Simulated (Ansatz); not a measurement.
```xyz
9

P    -2.125   -0.503    0.611
Se   -0.407    0.973    0.798
Si    1.049   -0.409   -0.280
Se    2.964    0.733   -0.714
H    -2.545   -0.437    1.965
H    -3.098    0.434    0.176
H     0.406   -0.917   -1.515
H     1.474   -1.545    0.574
H     2.281    1.670   -1.616
```

Total charge 0; spin multiplicity 1.

Task: List the ωB97M-V/def2-TZVPP orbital energies in eV (Ansatz 0.2.0). (Best estimate.)

Result: Computed: Occupied: -12368.24, -12368.19, -2106.15, -1808.16, -1588.54, -1588.48, -1423.30, -1423.27, -1423.25, -1423.23, -1423.22, -1423.18, -217.99, -217.92, -183.61, -160.93, -160.87, -160.84, -160.77, -160.67, -160.61, -149.13, -132.26, -132.21, -132.13, -103.27, -103.24, -103.20, -60.85, -60.82, -60.77, -60.76, -60.69, -60.63, -60.61, -60.59, -60.55, -60.53, -23.26, -22.53, -19.83, -17.14, -13.82, -13.58, -12.73, -12.37, -11.97, -11.00, -9.74, -9.37, -9.22. Lowest empty: 0.91, 1.46, 1.61, 1.91, 2.26, 2.97, 3.17, 3.34.
